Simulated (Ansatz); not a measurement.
A search over several starts for the lowest SCF solution of Cd2Se2⁺, that is (CdSe)2 ring with one electron fewer at the given spin, in a small basis.

```yaml
crystal:
  periodic: [false, false, false]
  atoms:
    - {symbol: Cd, position_ang: [-1.286116, 0.055316, -0.545110]}
    - {symbol: Se, position_ang: [-0.841344, -0.274123, 1.957196]}
    - {symbol: Cd, position_ang: [1.286117, -0.054949, 0.545160]}
    - {symbol: Se, position_ang: [0.841354, 0.273756, -1.957246]}
basis:
  gaussian: {orbitals: def2-SVP}
total_charge: 1
magnetization: {spin_polarized: true, initial_magnetization: 1}
hamiltonian: {xc: pbe0, dispersion: d4}
output: {orbitals: {seedname: orbitals}}
```

```sh
$ ansatz run in.yaml --threads 4 --pin off --events-out ev --progress --plain --max-ram 3916MiB
```

It prints (some lines left out):

```
Functional definition: PBE0
  name "PBE0"
  cite "Adamo & Barone, J. Chem. Phys. 110, 6158 (1999) doi:10.1063/1.478522"
  cite "Perdew, Burke & Ernzerhof, Phys. Rev. Lett. 77, 3865 (1996) doi:10.1103/PhysRevLett.77.3865"
  parent pbe
  parameter a = 0.25
  parameter kappa = 0.804
  parameter beta = 0.06672455060314922
  exchange = (1 - a)*pbe_x(kappa = kappa, mu = beta*pi^2/3) + a*exact_x
  correlation = pbe_c(beta = beta)
1270 factors; integrals over basis functions are off by at most 5.6e-4 eV
mean field evaluation 1: about -139785.2181 eV, gradient 2.7e1 eV
mean field evaluation 2: about -139779.9209 eV, gradient 4.2e1 eV
mean field evaluation 4: about -139790.0112 eV, gradient 1.3e0 eV
mean field evaluation 8: about -139790.1543 eV, gradient 3.5e-1 eV
mean field evaluation 16: about -139790.1552 eV, gradient 4.1e-4 eV
mean field evaluation 32: about -139790.1499 eV, gradient 4.2e-1 eV
mean field -139790.15518203 eV, -5137.1934497693 hartree, gradient 1.2e-5 eV, S^2 0.767429; 4 other end points of the search recorded, 0 dependent functions left out
reference -139790.15521285 eV, -5137.1934509017 hartree; 54, 53 occupied and 72, 73 virtual orbitals, 1270 factors
Total energy: -139790.33390160 eV, -5137.2000175923 hartree
```

It took 12 s on 4 threads of Arm Neoverse V1 on a shared host, peak host memory 0.57 GiB.

In the def2 sets Cd takes a core potential; there is no spin–orbit coupling.
